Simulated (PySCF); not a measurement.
CH₇FO₂Si₂, SMILES CO[Si@H](F)O[SiH3].

The structure is a stationary point at r2SCAN-D4/def2-SVP. The structure was generated by enumeration; whether it is a known compound was not checked. Other conformers were not sampled.

Two levels are set side by side: PBE/def2-TZVP (PySCF) and r2SCAN/def2-TZVP (PySCF). Same geometry, gas phase. Differences are taken from unrounded values.

| quantity | PBE |
|---|---|
| orbital gap (eV) | 6.29 |
| highest occupied level (eV) | -7.16 |
| lowest empty level (eV) | -0.87 |
| dipole moment (D) | 1.32 |
| mean polarisability (bohr³) | 68.8 |

Problem. These are the PBE values. What does r2SCAN give? (Estimate from the structure and the level; the computed values follow.)

Solution. 
| quantity | r2SCAN | PBE minus r2SCAN |
|---|---|---|
| orbital gap (eV) | 7.07 | -0.78 |
| highest occupied level (eV) | -7.51 | 0.35 |
| lowest empty level (eV) | -0.43 | -0.43 |
| dipole moment (D) | 1.35 | -0.03 |
| mean polarisability (bohr³) | 66.3 | 2.5 |

Rough cost on one machine, each run with all the roots and properties that it gave: r2SCAN against PBE about 3 times.
